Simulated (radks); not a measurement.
Question: Coulomb parameter of the 4d shell of the niobium ion Nb2+ in the model configuration [Kr] 4d2 5s1, as a second difference U = [E(n + 1) + E(n - 1) - 2 E(n)] / (1)^2 with all orbitals relaxed. "Bare": the charge of the atom changes with n. "Screened": the 5s shell takes up the change at fixed total charge, which measures U(4d,4d) + U(5s,5s) - 2 U(4d,5s). Calculated with a radial shooting solver on a logarithmic mesh with Libxc functionals: scalar-relativistic Kohn-Sham, PBEsol, spin-unpolarised, spherical densities, point nucleus. Estimate both.

Answer: U(bare) = 11.194 eV, U(screened by 5s) = 1.262 eV, against the Slater integral F0(4d,4d) = 13.879 eV with frozen orbitals.
